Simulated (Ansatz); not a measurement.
`O[Si@H]1C[Si@H](O)C1`, charge 0, multiplicity 1.

(1) Give a relaxed structure at PBE0-D4/def2-TZVP (Ansatz). (An estimate is asked.)

## Answers

(1) Ansatz gave: 
Z-matrix (Å, degrees):
```
Si
C 1 1.871
Si 1 2.587 2 46.9
C 1 1.882 2 91.2 3 -16.8
O 1 1.647 2 113.3 3 -138.9
H 1 1.495 2 112.0 3 95.3
H 2 1.096 1 109.8 3 109.6
H 2 1.089 1 120.2 3 -123.5
O 3 1.648 1 114.5 2 101.5
H 3 1.483 1 141.0 2 -78.2
H 4 1.089 1 120.3 2 139.3
H 4 1.096 1 110.8 2 -92.5
H 5 0.958 1 118.0 2 -178.4
H 9 0.958 3 118.0 1 -0.9
```
This is one stationary point; other conformers may exist.
